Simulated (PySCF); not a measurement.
# Reading the logs of faulty runs: Al2CH4O

Calculated results; nothing here was measured. The program is PySCF 2.14.0, an open-source quantum chemistry code, run on an isolated molecule that a program drew, which may never have been made. The molecule is Al2CH4O (charge 0, singlet), drawn as the SMILES string `[OH][AlH][CH2][Al]`.

Each row is a Hartree-Fock (HF) and frozen-core CCSD(T) single point in the cc-pV(D+d)Z basis, meant for a local HF minimum. Run 1 is clean. Each other run has one planted mistake out of seven kinds, and not every kind appears here: one electron removed, one electron added, multiplicity raised by two, geometry at a saddle point, minimal basis STO-3G, one bond length entered in bohr, all coordinates scaled. The reference is restricted for singlets and unrestricted otherwise, and also for a bond in bohr. Adding or removing an electron swaps singlet and doublet. Electrons count all cores. HOMO and LUMO are orbital energies over both spins, the gradient is its largest component, and the lowest frequency (negative if imaginary) is given only where the gradient is small. Bond lengths are over the 7 bonds as drawn. T1 is the CCSD diagnostic: over 0.02 (restricted) or 0.045 (unrestricted) a single reference is doubtful.

Geometry of the clean run:
```xyz
8
Al2CH4O, angstrom
O    -0.8896    2.4030    2.6073
Al    0.3627    1.3522    2.1520
C    -0.0484    0.0260    0.8034
Al   -1.1873   -1.5615    1.1901
H    -0.8584    3.0952    3.2461
H     1.7578    1.4769    2.8908
H     0.8897   -0.3505    0.3621
H    -0.6053    0.5468    0.0024
```

| run | electrons | basis functions | <S^2> | HOMO (eV) | LUMO (eV) | gradient (hartree/bohr) | lowest frequency (cm^-1) | mean bond (Å) | longest bond (Å) | T1 | HF (hartree) | CCSD(T) (hartree) | mistake |
|---|---|---|---|---|---|---|---|---|---|---|---|---|---|
| 1 | 44 | 94 | 0.000 | -7.54 | 1.27 | 2.7e-05 | 40 | 1.4799 | 1.992 | 0.0145 | -598.94343 | -599.44060 | no fault |
| 2 | 43 | 94 | 0.783 | -15.31 | -5.89 | 2.9e-02 | - | 1.4799 | 1.992 | 0.0185 | -598.69793 | -599.16250 | one electron removed |
| 3 | 44 | 32 | 0.000 | -3.61 | 9.73 | 5.8e-02 | - | 1.4799 | 1.992 | 0.0146 | -591.58370 | -591.76867 | ? |
| 4 | 44 | 94 | 0.000 | -7.35 | 1.47 | 8.8e-02 | - | 1.3615 | 1.832 | 0.0130 | -598.88986 | -599.37864 | ? |

**Which mistake was planted in run 3, and what did it cost?**

It has 32 basis functions where the clean run has 94, with the same electrons and geometry. So the mistake is: minimal basis STO-3G. Subtracting run 1 and multiplying by 627.51 kcal/mol a hartree, the energy moved by 4618.3 kcal/mol in HF and 4814.2 kcal/mol in CCSD(T).

**Which mistake was planted in run 4, and what did it cost?**

The mean and the longest bond both change by the same factor, 0.920, and the gradient is no longer small. So the mistake is: all coordinates scaled. Subtracting run 1 and multiplying by 627.51 kcal/mol a hartree, the energy moved by 33.6 kcal/mol in HF and 38.9 kcal/mol in CCSD(T).

